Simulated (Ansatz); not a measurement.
One change: `C[CH2][Al]([Cl])[Cl]` becomes `[Cl][Al]([Cl])[I]`.

Ansatz, PBE0-D4/def2-TZVP geometries, multiplicity 1. Each molecule was computed in one conformer, which needn't be the lowest.

Elements past krypton have def2 core potentials.  Spin–orbit coupling is left out; it splits and shifts lone-pair levels of the heavy atoms by tenths of an eV.

```csv
property,`C[CH2][Al]([Cl])[Cl]`
HOMO–LUMO gap (ωB97M-V/def2-TZVPP) / eV,11.28
LUMO energy (PBE0/def2-TZVPP) / eV,-0.87
HOMO energy (PBE0/def2-TZVPP) / eV,-8.31
HOMO–LUMO gap (PBE/def2-TZVPP) / eV,5.39
HOMO energy (ωB97M-V/def2-TZVPP) / eV,-10.50
HOMO–LUMO gap (B3LYP/def2-TZVPP) / eV,7.02
```

Question: Give the same properties after the change, and the shifts. (Best estimate.)

Answer: Ansatz gave: 
| property | `[Cl][Al]([Cl])[I]` | shift |
| --- | --- | --- |
| HOMO–LUMO gap (ωB97M-V/def2-TZVPP) / eV | 10.56 | -0.72 |
| LUMO energy (PBE0/def2-TZVPP) / eV | -1.50 | -0.63 |
| HOMO energy (PBE0/def2-TZVPP) / eV | -8.21 | 0.10 |
| HOMO–LUMO gap (PBE/def2-TZVPP) / eV | 4.72 | -0.67 |
| HOMO energy (ωB97M-V/def2-TZVPP) / eV | -10.32 | 0.18 |
| HOMO–LUMO gap (B3LYP/def2-TZVPP) / eV | 6.19 | -0.83 |

With PBE0 the HOMO rises by 0.10 eV and the LUMO falls by 0.63 eV, so the gap narrows by about 0.73 eV. PBE moves the HOMO by 0.00 eV and ωB97M-V by 0.18 eV. The zero-point energy changes by -167.3 kJ/mol with -18 modes.

B3LYP here is the variant with VWN-RPA as its local correlation; programs differ in this.
